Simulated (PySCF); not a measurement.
Geometry (Å), atoms numbered from 1 in this order:
```xyz
13

P     2.912    0.638    0.087
Si    1.044   -0.326   -0.675
S    -0.366    1.151   -1.352
C    -1.804    0.308   -0.617
C    -1.511   -0.111    0.803
S    -0.111   -1.280    0.876
H     3.593   -0.566    0.142
H     3.376    0.931   -1.184
H     1.163   -1.334   -1.733
H    -2.627    1.022   -0.646
H    -2.050   -0.552   -1.240
H    -2.363   -0.633    1.237
H    -1.260    0.751    1.422
```

Geometry: GFN2-xTB; GIAO shifts from PySCF 2.14.0 with density-fitted response routines, gas phase, non-relativistic, averaged over equivalent atoms.

At PBE0/pcSseg-1 (165 basis functions, 39 s wall time on 1 thread of an Arm Neoverse N1, shared host):
```
  atoms  δ (ppm)
     P1   -287.0
    Si2     32.9
  C4/C5     42.3
     H9     6.40
H10/H13     2.93
H11/H12     2.88
  H7/H8     1.49
```

Referencing at the same level of theory: ³¹P (318.38 ppm) vs H3PO4; ²⁹Si (349.16 ppm) and ¹³C (186.93 ppm) and ¹H (31.72 ppm) against TMS.

Estimate the result of repeating the calculation with PBE0/6-311G**.

Results:


```json
{"atoms": "P1", "δ at PBE0/6-311G**": "8.1", "change": "+295.1"}
{"atoms": "Si2", "δ at PBE0/6-311G**": "30.3", "change": "-2.6"}
{"atoms": "C4/C5", "δ at PBE0/6-311G**": "43.0", "change": "+0.7"}
{"atoms": "H9", "δ at PBE0/6-311G**": "6.31", "change": "-0.09"}
{"atoms": "H10/H13", "δ at PBE0/6-311G**": "3.06", "change": "+0.13"}
{"atoms": "H11/H12", "δ at PBE0/6-311G**": "3.01", "change": "+0.13"}
{"atoms": "H7/H8", "δ at PBE0/6-311G**": "1.75", "change": "+0.26"}
```

Scale: ³¹P (σref 611.31) against PH3; ²⁹Si (σref 353.34) and ¹³C (σref 190.38) and ¹H (σref 32.08) against TMS (reference shieldings calculated alike).

The largest change is at P1 (phosphorus bonded to Si, 2 H). Cost: 182 basis functions, 35 s wall time on 1 thread of an Arm Neoverse N1, shared host.

Experimental scales use liquid or dissolved standards, which lie at an offset from isolated H3PO4.
